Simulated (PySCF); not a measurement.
A structure optimised at PBE-D3(BJ)/def2-SVP, used in a PySCF frequency run:

```
Zn
Se 1 2.2989
H 2 1.4876 1 89.75
Se 1 2.2989 3 147.37 2 -179.34
H 4 1.4876 1 89.75 3 -90.65
```
Charge 0, spin multiplicity 1.

### Question
Write its SMILES and formula.

### Answer
[SeH][Zn][SeH], H2Se2Zn

### Question
What are its rotational constants (standard atomic weights)?

### Answer
114.71, 0.59626, 0.59625 GHz
